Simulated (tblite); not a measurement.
Isomers of C4H11ClOSi3. Calculated harmonic vibrations of the isolated species, GFN2-xTB (tblite), most abundant isotopes, no scaling. This tight-binding method is rough: wavenumbers can miss measured ones by several per cent, in bad cases by 10 to 20. Modes of hydrogen on silicon can be 10 to 20 % off. One conformer each.

Electronic energies: GFN2-xTB at the same geometries; isomer energies are rough at this level and their order can be wrong.

```json
{"SMILES": "C[SiH](C)[Si@H]1C=C(Cl)[SiH2]O1", "electronic energy, lowest = 0 (kcal/mol)": "0.0"}
{"SMILES": "C[SiH2][Si@@H]([SiH3])/C(C=O)=C/Cl", "electronic energy, lowest = 0 (kcal/mol)": "77.8"}
{"SMILES": "C=C(Cl)[Si@@H]1C[Si@H](C)[SiH2]O1", "electronic energy, lowest = 0 (kcal/mol)": "3.4"}
```

How do GFN2-xTB zero-point energies change the relative energies?

```tsv
SMILES	ZPE (kcal/mol)	of it from modes above 1550 cm⁻¹	electronic (kcal/mol)	with ZPE, lowest = 0 (kcal/mol)	lowest mode (cm⁻¹)	rings
C[SiH](C)[Si@H]1C=C(Cl)[SiH2]O1	84.2	45.4	0.0	0.0	10	1
C=C(Cl)[Si@@H]1C[Si@H](C)[SiH2]O1	84.1	45.4	3.4	3.4	22	1
C[SiH2][Si@@H]([SiH3])/C(C=O)=C/Cl	79.2	44.9	77.8	72.8	19	0
```

The zero-point energies span 5.0 kcal/mol, from `C[SiH2][Si@@H]([SiH3])/C(C=O)=C/Cl` to `C[SiH](C)[Si@H]1C=C(Cl)[SiH2]O1`. The order is unchanged.
